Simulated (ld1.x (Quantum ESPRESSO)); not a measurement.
## cobalt: variants of one TM potential

Base potential:

- Element: cobalt (Co)
- Generator: ld1.x (Quantum ESPRESSO) 7.5
- Type: norm-conserving Troullier–Martins (Kleinman–Bylander form)
- Functional: revPBE
- Relativity: scalar-relativistic
- Frozen core: [Ne] 3s2
- Valence charge: 15
- Reference configuration: 3p6 3d7 4s1 4p0 (charge +1)
- Partial waves: 4s (bound): rc 2.40 bohr; 3p (bound): rc 0.75 bohr; 3d (bound): rc 1.60 bohr
- Local potential: all-electron potential smoothed inside 0.75 bohr (lloc = -1)
- Core correction: none

All-electron outer shells of the reference configuration (revPBE, scalar-relativistic, ld1.x):

```json
{"shell": "3s", "level (eV)": "-111.24", "outermost node (bohr)": "0.31", "outermost maximum (bohr)": "0.66"}
{"shell": "3p", "level (eV)": "-74.43", "outermost node (bohr)": "0.28", "outermost maximum (bohr)": "0.68"}
{"shell": "3d", "level (eV)": "-16.87", "outermost node (bohr)": "–", "outermost maximum (bohr)": "0.67"}
{"shell": "4s", "level (eV)": "-12.63", "outermost node (bohr)": "0.96", "outermost maximum (bohr)": "2.21"}
{"shell": "4p", "level (eV)": "-7.38", "outermost node (bohr)": "1.04", "outermost maximum (bohr)": "2.76"}
```

Cutoffs, loose and tight: the cutoffs (Ry, on a coarse ladder) from which the occupation-weighted sum of valence levels, in a spherical-Bessel basis at the reference potential, stays within 10 and 1 mRy of its value at 400 Ry. They do not see the model core or the augmentation charge, which bear on the density cutoff. Test errors are all-electron minus pseudo excitation energies from the reference, over the configurations 3p6 3d7 4s2 4p0; 3p6 3d7 4s0 4p0; 3p6 3d6 4s0 4p0; 3p6 3d7 4s0 4p1; 3p6 3d6 4s2 4p0; 3p6 3d6 4s2 4p1; 3p6 3d7 4s1 4p1. A dash means not determined; rows that change the core or the reference have their own tests. The largest error is taken over the tests solved by every variant that gives reliable tests at all: 3p6 3d6 4s0 4p0; 3p6 3d7 4s0 4p0; 3p6 3d7 4s0 4p1; 3p6 3d7 4s1 4p1; 3p6 3d7 4s2 4p0.

A true bound ghost makes a file unfit for plane-wave use even where its test errors are small: the radial tests pick states by their node count and pass the ghost by. Where a test does run into it, the solver fails or the error is huge.

| change | outcome | cutoff, loose | cutoff, tight | bound ghosts | largest test error (meV) |
| --- | --- | --- | --- | --- | --- |
| base | generated | 160 Ry | 300 Ry | s | +51 |
| all radii scaled by about 0.75 (s 1.80, p 0.56, d 1.20 bohr); local potential all-electron potential smoothed inside 0.56 bohr (lloc = -1) | generated | over 300 Ry | over 300 Ry | s | +60 |
| all radii scaled by about 0.83 (s 2.00, p 0.62, d 1.32 bohr); local potential all-electron potential smoothed inside 0.62 bohr (lloc = -1) | generated | 300 Ry | over 300 Ry | s | +70 |
| all radii scaled by about 1.12 (s 2.70, p 0.84, d 1.80 bohr); local potential all-electron potential smoothed inside 0.84 bohr (lloc = -1) | generated | 160 Ry | 260 Ry | s | +11 |
| all radii scaled by about 1.20 (s 2.88, p 0.90, d 1.92 bohr); local potential all-electron potential smoothed inside 0.90 bohr (lloc = -1) | generated | 140 Ry | 180 Ry | s | -30 |
| all radii scaled by about 1.29 (s 3.10, p 0.96, d 2.06 bohr); local potential all-electron potential smoothed inside 0.96 bohr (lloc = -1) | generated | 120 Ry | 160 Ry | s | -83 |
| all radii scaled by about 1.36 (s 3.26, p 1.02, d 2.18 bohr); local potential all-electron potential smoothed inside 1.02 bohr (lloc = -1) | generated | 100 Ry | 140 Ry | s | -124 |

(1) What comes out with this change to the base: all radii scaled by about 0.93 (s 2.22, p 0.70, d 1.48 bohr); local potential all-electron potential smoothed inside 0.70 bohr (lloc = -1)?

Results:

(1) outcome: generated; cutoff, loose: 160 Ry; cutoff, tight: 300 Ry; bound ghosts: s; largest test error (meV): +65.

Reading the sweep of the scale of all radii (base = 1) (base included, trends over the rows without a ghost): Bound ghosts are found at 0.75, 0.83, 0.93, 1, 1.12, 1.2, 1.29, 1.36. Every judged row has one, so this setting neither creates nor removes them.
